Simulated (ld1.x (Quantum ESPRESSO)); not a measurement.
boron (B) PAW: all-electron and pseudo phase curves

```
Element                 : B (Z = 5)
Generator               : ld1.x (Quantum ESPRESSO) 7.5
Type                    : PAW
Functional              : PBEsol
Relativity              : scalar-relativistic
Frozen core             : [He]
Valence charge          : 3
Reference configuration : 2s2 2p1
Partial waves           : 2s (bound): rcut 1.05, rcutus 1.35 bohr; 2s channel at 1.95 Ry: rcut 1.05, rcutus 1.35 bohr; 2p (bound): rcut 2.55, rcutus 2.80 bohr; 2p channel at 1.35 Ry: rcut 2.55, rcutus 2.80 bohr
Local potential         : all-electron potential smoothed inside 2.45 bohr (lloc = -1)
Core correction         : Bessel-smoothed model core inside 1.30 bohr
Augmentation charge     : PSQ, inside the norm-conserving radii
```

The phase is arctan(r·u′/u) with u = r·R(r), unwrapped; energies in Ry, scanned from -3 to 5 Ry. A pole is an energy at which the radial function vanishes at the test radius. The pseudo phase is shifted by a multiple of π to meet the all-electron one at the reference energy, and phase errors are pseudo minus all-electron; the curves can meet again beyond the range given. Levels narrower than the energy grid can be missing from the lists of poles.

For each channel, where are the poles, and over which energies does the pseudopotential scatter like the atom?

| channel | radius (bohr) | reference energy (Ry) | poles, all-electron | poles, pseudo | unbroken range about the reference energy with phases within 0.05 rad | phase error 1 Ry above the reference energy (rad) |
| --- | --- | --- | --- | --- | --- | --- |
| s | 3.03 | -0.69 | -0.38, 3.76 | -0.38, 3.76 | the whole range | +0.000 |
| p | 3.03 | -0.26 | 0.10, 3.55 | 0.10, 3.44 | below 4.9 | -0.001 |

Phases in the p channel:

| E (Ry) | all-electron | pseudo |
| --- | --- | --- |
| -3.00 | 1.372 | 1.371 |
| -2.76 | 1.363 | 1.362 |
| -2.52 | 1.352 | 1.351 |
| -2.28 | 1.339 | 1.338 |
| -2.04 | 1.323 | 1.322 |
| -1.80 | 1.303 | 1.302 |
| -1.56 | 1.277 | 1.275 |
| -1.32 | 1.240 | 1.239 |
| -1.08 | 1.185 | 1.184 |
| -0.84 | 1.086 | 1.084 |
| -0.60 | 0.840 | 0.838 |
| -0.36 | -0.196 | -0.197 |
| -0.12 | -1.306 | -1.306 |
| 0.12 | -1.581 | -1.582 |
| 0.36 | -1.710 | -1.712 |
| 0.60 | -1.811 | -1.812 |
| 0.84 | -1.924 | -1.925 |
| 1.08 | -2.093 | -2.094 |
| 1.32 | -2.425 | -2.425 |
| 1.56 | -3.142 | -3.144 |
| 1.80 | -3.904 | -3.910 |
| 2.04 | -4.263 | -4.270 |
| 2.28 | -4.432 | -4.440 |
| 2.52 | -4.528 | -4.537 |
| 2.76 | -4.591 | -4.601 |
| 3.00 | -4.637 | -4.647 |
| 3.24 | -4.674 | -4.685 |
| 3.48 | -4.704 | -4.717 |
| 3.72 | -4.731 | -4.747 |
| 3.96 | -4.757 | -4.776 |
| 4.20 | -4.784 | -4.806 |
| 4.44 | -4.812 | -4.839 |
| 4.68 | -4.843 | -4.879 |
| 4.92 | -4.883 | -4.931 |
